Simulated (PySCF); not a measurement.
[Bi(SH)4]+ relaxed at several levels

Computed with PySCF 2.14.0, def2-SVP on the ligands, density fitting, scalar-relativistic core potentials, no spin-orbit coupling, vacuum. Each row is relaxed at its own level from the same template. Distances are means of the shortest metal–ligand contacts, charges and spins Mulliken's; removal energies are rigid, with the ligand's formal charge and no counterpoise, so too large; for an anion taken off a cation in vacuum most of it is the attraction of opposite charges, and multiply charged cations can part far more cheaply with an electron moved from ligand to metal.

| level | basis on the metal | point group | M–SH (Å) | charge on M (e) | HOMO–LUMO gap (eV) | removal of one SH (eV) | strongest infrared band, degenerate modes summed (cm⁻¹) | unstable modes (below −25 cm⁻¹) |
| --- | --- | --- | --- | --- | --- | --- | --- | --- |
| TPSS | def2-SVP with ECP60 | S4 | 2.525 | 0.72 | 1.46 | 14.43 | – | not given |

Task: What does the calculation give for PBE, def2-SVP with ECP60?

Result: point group: S4, M–SH (Å): 2.525, charge on M (e): 0.64, HOMO–LUMO gap (eV): 1.30, removal of one SH (eV): 14.47, strongest infrared band, degenerate modes summed (cm⁻¹): 2584, unstable modes (below −25 cm⁻¹): 0 (lowest -5 cm⁻¹, within noise).
```xyz
9

Bi    0.0000    0.0000    0.0000
S     1.4617    1.5837    1.3151
H     2.4445    0.6423    1.4648
S    -1.4617   -1.5837    1.3151
H    -2.4445   -0.6423    1.4648
S     1.5837   -1.4617   -1.3150
H     0.6422   -2.4445   -1.4648
S    -1.5837    1.4617   -1.3150
H    -0.6422    2.4445   -1.4648
```

Members with unstable modes aren't minima as they stand: saddle points kept by symmetry or, where the modes are soft, flat surfaces and noise. One start shape was tried for each, so a minimum needn't be the lowest isomer.
